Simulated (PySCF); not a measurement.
# Worked example: oscillator strength and radiative lifetime

C3H12OSi2, SMILES C[SiH2]CO[SiH2]C.

Coordinates come from a B3LYP-D3(BJ)/def2-SVP optimisation. One conformer was computed; it need not be the lowest.

TDA-CAM-B3LYP/def2-SVPD (PySCF 2.14.0) puts the first singlet state with f over 0.02 at 7.91 eV (vertical), with the transition dipole (-0.581, 0.105, -0.343) in atomic units.

Q: Find the oscillator strength, the wavelength and the radiative lifetime that this transition would have in vacuum if emission retraced absorption.

A: 
|μ|² = 0.4662 au, so |μ| = 1.74 D. ΔE = 7.91/27.211 = 0.2907 hartree. f = (2/3) ΔE |μ|² = 0.090 (the program prints 0.090).
λ = 1239.84/7.91 = 157 nm; ν = 63798 cm⁻¹.
Einstein's coefficient A = 0.6670 ν² f s⁻¹ (ν in cm⁻¹) = 2.5e8 s⁻¹, so τ = 1/A = 4.1 ns. This state is S4; the lower singlets have f = 0.001, 0.013, 0.002. The figure is the radiative limit of this one transition; relaxation, internal conversion, crossing to triplets and a medium change what is measured.
